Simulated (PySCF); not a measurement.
Cl₃H₃Si₂. Atoms are numbered in the order given.

```xyz
8

Si     0.0000     0.0000     2.2806
Si     0.0000     0.0000    -0.0527
Cl    -1.6798    -0.9698    -0.7737
Cl     1.6798    -0.9698    -0.7737
Cl     0.0000     1.9396    -0.7737
H     -1.2221     0.7056     2.7561
H      1.2221     0.7056     2.7561
H      0.0000    -1.4112     2.7561
```
Charge 0, spin multiplicity 1.

Coordinates come from a B3LYP-D3(BJ)/def2-SVP optimisation.

The numbers are results of TDA-M06-2X/def2-SVPD (PySCF), not measurements.

Vertical excitations; the highest root listed may be one member of a degenerate set.  State labels are in the subgroup Cs.

Task: List the lowest excited states. (Estimate from the structure and the level; the computed values follow.)

Result: 
```
state  symmetry  energy (eV)  λ (nm)      f                                                                 main pairs
-----  --------  -----------  ------  -----  -------------------------------------------------------------------------
S1           A'         7.01     177  0.041                                               HOMO→LUMO+2 (degenerate set)
S2           A"         7.01     177  0.041                                               HOMO→LUMO+1 (degenerate set)
S3           A'         7.05     176  0.219                                                             HOMO→LUMO 84 %
S4           A"         7.52     165  0.000                                                           HOMO−1→LUMO 76 %
S5           A"         7.86     158  0.000  HOMO−1→LUMO+2, HOMO−3→LUMO, HOMO−3→LUMO+2, HOMO−2→LUMO+1 (degenerate set)
S6           A'         7.86     158  0.000  HOMO−1→LUMO+1, HOMO−2→LUMO, HOMO−3→LUMO+1, HOMO−2→LUMO+2 (degenerate set)
S7           A'         7.98     155  0.086  HOMO−1→LUMO+1, HOMO−2→LUMO, HOMO−4→LUMO+2, HOMO−5→LUMO+1 (degenerate set)
S8           A"         7.98     155  0.086  HOMO−1→LUMO+2, HOMO−3→LUMO, HOMO−4→LUMO+1, HOMO−5→LUMO+2 (degenerate set)
S9           A'         7.99     155  0.003                                                           HOMO→LUMO+3 81 %
S10          A"         8.20     151  0.000                                     HOMO−3→LUMO+2 44 %, HOMO−2→LUMO+1 44 %
T1           A"         6.28     197      0                                               HOMO→LUMO+1 (degenerate set)
T2           A'         6.28     197      0                                               HOMO→LUMO+2 (degenerate set)
T3           A'         6.39     194      0                                                             HOMO→LUMO 79 %
T4           A"         7.13     174      0                                                           HOMO−1→LUMO 70 %
```
Triplets are in the Tamm–Dancoff approximation.
